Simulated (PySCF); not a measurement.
Two structures of BNH₃OF, singlet, reached by relaxing down either side of one saddle point (PBE0-D4/def2-TZVP). Energies are electronic, without zero-point energy. Computed with PySCF 2.14 with density fitting (its default auxiliary sets; JK sets also for MP2 and CCSD(T)) (basis: def2-TZVPP and def2-QZVPP); correlated methods freeze the cores. Extrapolation: Hartree–Fock as exp(−7.88 √X), correlation as X^−2.97. First:

| atom | x (Å) | y (Å) | z (Å) |
| --- | --- | --- | --- |
| B1 | -0.2335 | 0.5176 | 0.1161 |
| N2 | 0.6642 | -0.5295 | 0.3901 |
| O3 | -1.1410 | 0.5421 | -0.9010 |
| H4 | -1.1336 | -0.2347 | -1.4608 |
| F5 | -0.2128 | 1.5937 | 0.9090 |
| H6 | 1.3085 | -0.4728 | 1.1580 |
| H7 | 0.7297 | -1.3781 | -0.1396 |

Second:

```json
{"atom": "B1", "x (Å)": "-0.6273", "y (Å)": "0.6478", "z (Å)": "0.3647"}
{"atom": "N2", "x (Å)": "0.4340", "y (Å)": "-0.4494", "z (Å)": "-0.2945"}
{"atom": "O3", "x (Å)": "-1.2687", "y (Å)": "1.3590", "z (Å)": "-0.4286"}
{"atom": "H4", "x (Å)": "0.3552", "y (Å)": "-0.3261", "z (Å)": "-1.2993"}
{"atom": "F5", "x (Å)": "-0.5076", "y (Å)": "0.4670", "z (Å)": "1.7004"}
{"atom": "H6", "x (Å)": "1.3947", "y (Å)": "-0.2824", "z (Å)": "-0.0065"}
{"atom": "H7", "x (Å)": "0.2035", "y (Å)": "-1.4093", "z (Å)": "-0.0510"}
```

**Question.** Which bonds change from the first to the second?

**Answer.** BNH₃OF ([NH2][B]([OH])[F]) → BOF + NH₃ (still joined by a long B–N bond); bonds formed: N2–H4; bonds broken: O3–H4; bonds weakened to dative contacts: B1–N2.

**Question.** Give the saddle point's structure and its height above each. (An estimate is asked for; the value comes from the calculation.)

**Answer.** Computed: 50.59 kcal/mol above the first and 19.15 kcal/mol above the second (CCSD(T) at an estimated basis limit (MP2 extrapolated from triple and quadruple zeta, plus CCSD(T) − MP2 in triple zeta)).
| atom | x (Å) | y (Å) | z (Å) |
| --- | --- | --- | --- |
| B1 | -0.5123 | 0.5289 | 0.3752 |
| N2 | 0.5010 | -0.5291 | -0.1824 |
| O3 | -0.9605 | 1.0804 | -0.7085 |
| H4 | -0.0619 | 0.1336 | -1.0671 |
| F5 | -0.7290 | 0.6815 | 1.6736 |
| H6 | 1.4883 | -0.3845 | -0.0102 |
| H7 | 0.2742 | -1.5108 | -0.0806 |

T1 diagnostic: at most 0.015.

Labels in which every atom is bracketed show which atoms are joined, not bond orders.

For scale, one of the runs: CCSD(T)/def2-TZVPP, 166 basis functions, launched by `OMP_NUM_THREADS=4 python run.py`. Hardware: 4 CPU threads of an Arm Neoverse V2, shared host. Wall time 2.8 min; peak host memory 1.6 GiB.
